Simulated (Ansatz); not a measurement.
Isolated molecules relaxed with PBE0-D4/def2-TZVP in Ansatz; ΔE leaves out vibrations. CCSD(T)/CBS is the MP2 limit (def2-TZVPP, def2-QZVPP) plus CCSD(T) − MP2 in def2-TZVPP, frozen cores. DFT in def2-TZVPP. Elements past krypton have def2 core potentials. For I outer-core shells are correlated without core-valence functions, which leaves a few kJ/mol of doubt a bond. One conformer a species, not always the lowest.

Consider the redistribution: `Cl[SiH2]I` + `O[SiH](O)S[SiH3]` → `O[SiH](O)S[SiH2]Cl` + `[SiH3]I`.

Problem. Is it downhill or uphill in electronic energy at CCSD(T)/CBS, and by how much? (Estimate.)

Solution. Ansatz gave: Downhill: ΔE = -1.6 kcal/mol.

Problem. What do these levels give: revPBE-D4, r2SCAN0-D4, BLYP, r2SCAN0, CCSD/def2-SVP, SCS-MP2/def2-TZVPP? (An estimate is asked.)

Solution. The calculation gave: revPBE-D4 -1.5, r2SCAN0-D4 -1.8, BLYP -1.2, r2SCAN0 -1.6, CCSD/def2-SVP -2.3, SCS-MP2/def2-TZVPP -1.5 kcal/mol.

Largest T1 diagnostic among the species: 0.012.

Leaving LDA and LC-ωPBE aside and taking each functional with its dispersion term where it has one, the values, not all of them listed here, spread over 0.3 kcal/mol, from ωB97M-V to B97M-V. At CCSD(T), def2-SVP lies −0.7 kcal/mol from the extrapolated value and def2-TZVPP −0.1 kcal/mol.
